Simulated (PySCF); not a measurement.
Species: indole, C8H7N.
Geometry (GFN2-xTB, Å), atoms numbered from 1 in this order:
```
atom  x, y, z in Å
C1     2.1590   -0.3465   -0.0316
C2     1.9180    1.0231   -0.1736
C3     0.6354    1.5274   -0.1864
C4    -0.4115    0.6241   -0.0544
N5    -1.7617    0.8244   -0.0329
C6    -2.3883   -0.3827    0.1165
C7    -1.4646   -1.3779    0.1946
C8    -0.1833   -0.7666    0.0887
C9     1.1263   -1.2468    0.0996
H10    3.1803   -0.6991   -0.0259
H11    2.7568    1.6962   -0.2751
H12    0.4498    2.5863   -0.2959
H13   -2.2216    1.7150   -0.1131
H14   -3.4596   -0.4396    0.1561
H15   -1.6620   -2.4246    0.3127
H16    1.3195   -2.3037    0.2092
```

The calculation used PySCF 2.14.0, density-fitted response routines, TDDFT CAM-B3LYP/def2-SVPD, vertical, gas phase, core orbitals frozen in the response.

Transition dipole moments from the ground state, in atomic units and in the frame of the coordinates above (overall signs are arbitrary), for the states with f of 0.002 or more among the lowest 8:

```csv
state,E (eV),μx,μy,μz
S1,5.091,-0.051,-0.490,0.055
S2,5.134,-0.888,0.325,-0.007
S3,5.838,-0.005,-0.016,-0.144
S4,6.336,0.007,0.017,0.152
S5,6.395,1.641,0.928,-0.154
S8,6.685,1.399,-0.304,-0.011
```

(1) Work out the oscillator strengths.

(2) Label these states by symmetry in Cs.

(3) Which bond between heavy atoms lies closest to the direction of the S5 transition dipole?

(4) What angle do the transition dipoles of S1 and S2 make?

(5) How is the summed strength of these states shared among x, y and z?

(6) What peak molar absorption coefficient would the strongest computed level give as a lone Gaussian band 0.5 eV wide at half height?

## Answers

(1) f = (2/3) ΔE |μ|² with ΔE in hartree (27.2114 eV).

```
state  |μ|² (au)  |μ| (D)      f
   S1      0.246     1.26  0.031
   S2      0.894     2.40  0.112
   S3      0.021     0.37  0.003
   S4      0.023     0.39  0.004
   S5      3.579     4.81  0.561
   S8      2.050     3.64  0.336
```

(2) From a totally symmetric ground state, an allowed state transforms like the component of the dipole operator along its μ. Polarised normal to the mirror plane, so A″: S3 and S4. Polarised in the mirror plane, so A′: S1, S2, S5 and S8.

(3) C7–C8, at 4° from it; next C3–C4 and C1–C9 at 11°.

(4) |cos θ| = |μa·μb| / (|μa| |μb|) = 0.24, so θ ≈ 76° (taken between 0 and 90°, since the signs are arbitrary).

(5) (2/3) Σ ΔE μα² gives 0.842 for x, 0.193 for y and 0.011 for z, 1.046 in all.

(6) ε(max) = 2.175×10⁸ f / FWHM, with the width in cm⁻¹. S5: 2.175×10⁸ × 0.5607 / 4033 ≈ 30000 L mol⁻¹ cm⁻¹.

On Arm Neoverse V2, one thread, shared host, this took 54 s wall.
